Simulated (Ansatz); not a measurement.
A trace of molecular dynamics of C$_{2}$H$_{8}$BFOSi (14 atoms, charge 0, multiplicity 1).

The calculation used Ansatz, RKS PBE0-D4/6-31G.

```yaml
ensemble: NVT, Nosé–Hoover chain
set_temperature: 300 K
thermostat: time constant 50 fs, chain length 1
seed: 217262
```

```tsv
time (fs)	T (K)	potential energy less start (eV)	conserved less start (meV/atom)
0.0	300	0.000	0.00
10.0	168	0.223	1.02
20.0	173	0.229	1.21
30.0	173	0.251	1.29
40.0	173	0.288	1.65
50.0	189	0.305	2.16
60.0	271	0.243	2.34
70.0	235	0.386	3.28
80.0	296	0.402	4.71
90.0	347	0.437	4.94
100.0	293	0.660	6.69
110.0	400	0.623	8.00
120.0	409	0.738	8.28
130.0	384	0.859	6.85
140.0	388	0.907	4.70
150.0	653	0.587	5.34
160.0	498	0.889	6.32
170.0	764	0.504	6.64
180.0	644	0.677	9.42
190.0	518	0.721	6.82
200.0	474	0.685	7.43
210.0	424	0.603	5.95
220.0	276	0.736	5.56
230.0	340	0.531	4.14
240.0	265	0.571	5.41
```

Task: Can this run be trusted? Judge the integration.

Result: The conserved energy wandered by up to 18.5 meV per atom (net 5.4 meV per atom), which is poor conservation. The mean temperature of the second half is 40 % above the set value. A step of 2 fs is long for free X–H stretches (periods near 10 fs) and can bias their spread and the temperature. A run of 0.24 ps of so small a system gives no equilibrium averages. Limits of this set-up: no polarisation functions. The time step was 2 fs.

Time of the run: 18 min on 1 CPU thread of a shared host.
